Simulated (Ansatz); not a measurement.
Reaction R1 + R2 → P1 + P2, each structure at its B3LYP-D3(BJ)/def2-TZVP stationary point, reached from a drawn start (curvature not checked).
P1: H atom, charge 0, multiplicity 2.
R1, H2 (SMILES [H][H]) (charge 0, multiplicity 1):
```xyz
2

H      0.00000     0.00000     0.37199
H      0.00000     0.00000    -0.37199
```
R2: O atom, charge 0, multiplicity 3.
P2: OH (SMILES [OH]), charge 0, multiplicity 2.

P less R. No zero-point or thermal terms; singlets are restricted closed shells; open shells are unrestricted; no spin–orbit coupling.

Frozen-core correlation throughout. CBS(a, b) extrapolates the correlation energy as X⁻³ and adds the Hartree–Fock energy of set b.

Codes used: Ansatz (a quantum-chemistry and plane-wave program). Each number belongs to the level named beside it.

Question: What reaction energy does HF/aug-cc-pVQZ give?

Answer: 0.67 eV

Question: What reaction energy does CCSD(T)/CBS(aug-cc-pVTZ, aug-cc-pVQZ) give?

Answer: 0.10 eV

Question: Estimate the reaction energy that CCSD(T)/aug-cc-pVTZ returns for this input.

Answer: 0.17 eV
